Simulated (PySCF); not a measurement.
H4Al2Br2, singlet at its CAM-B3LYP/def2-SVP optimised geometry (Å):

```
8

Al    -0.9963    -0.1676     0.0000
Al     1.3917    -0.9767     2.3380
Br     1.4793    -0.1676     0.0000
H     -1.4793    -1.3254    -0.9425
H     -1.4789     1.3254     0.0000
Br    -1.0838    -0.9960     2.3312
H      1.8863    -2.4658     2.3527
H      1.8626     0.1933     3.2715
```

Calculation: CAM-B3LYP/def2-TZVP in PySCF. Cells within 0.4 Å of a nucleus heavier than hydrogen are left out (blank, or x).

Map of the electron localisation function on the plane z = 0.0 Å:

```
|000000000000000000000000000|
|000000000000000000000000000|
|000013566531000000000000000|
|000268999985100000000000000|
|002799999998200000000000000|
|005999999999300000011000000|
|028999999999400002333210000|
|049999999999400024555532100|
|049999999999400246777654200|
|038999999998311467888875310|
|026999999985214678888887521|
|002689972000136786447887531|
|000245302661047861331687641|
|00001101xxx6048834xx4377642|
|00001101xxx6048825xx5277642|
|000122105x82048851xx1587641|
|000246520000036774225787531|
|001368885211125677788876420|
|001368998752112567888765310|
|001368898852001356776653100|
|000246787641000134554321000|
|000124565420000011221100000|
|000001222100000000000000000|
|000000000000000000000000000|
|000000000000000000000000000|
|000000000000000000000000000|
|000000000000000000000000000|
```
Scale: ten equal steps from 0.000 (start of '0') to 1.00 (end of '9'), in the order '0123456789'; x runs from -3.50 to 3.50, y from -3.50 (bottom) to 3.50 (top).
